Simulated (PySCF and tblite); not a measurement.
The numbers below are computed, except where a source is named.
System: C₅H₆NOS (charge +1), numbered as in [CH3:1][O:2][c:3]1[cH:4][cH:5][s+:6][cH:7][n:8]1.

Motion: rotation about the C3–O2 bond (torsion C4–C3–O2–C1 from 180° to 360°, rising). GFN2-xTB gives an electronic barrier of 18.3 kcal/mol and a reaction energy of 5.1 kcal/mol.

The ion is treated without a counter-ion.

What does PBE0/pcSseg-1 + D3(BJ) give on GFN2-xTB geometries?

A barrier of 16.1 kcal/mol, 2.2 below the tight-binding barrier (from unrounded values), a reaction energy of 5.6 kcal/mol and, with GFN2-xTB thermal terms, ΔG‡(298 K) = 15.5 kcal/mol and k = 55 s⁻¹ (2 equivalent paths).

Programs: tblite and PySCF.
